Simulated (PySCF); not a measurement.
Computed IR spectrum (relative IR intensity) of a molecule C₃H₆BFO. Geometry: PBE0-D3(BJ)/def2-SVP. One conformer was computed; it need not be the lowest. Computed with PBE0-D3(BJ)/def2-SVP in PySCF 2.14.0. No scaling factor is applied to the harmonic values.

```tsv
ν (cm⁻¹)	relative intensity
59	6.7
156	4.9
161	2.4
596	7.1
649	2.1
810	2.5
843	3.9
968	12
978	4.7
1009	60
1086	6.3
1119	100
1200	68
1246	2.1
1268	85
1354	26
1406	30
1434	46
1456	49
1509	28
3032	16
3077	45
3081	15
3145	16
3178	3.1
```

**Question.** Pick the molecule that these values belong to.
A) C/C=C/B(O)F
B) C=CB(F)OC
C) FCB1CCO1
D) CB(F)CC=O

**Answer.** C, FCB1CCO1
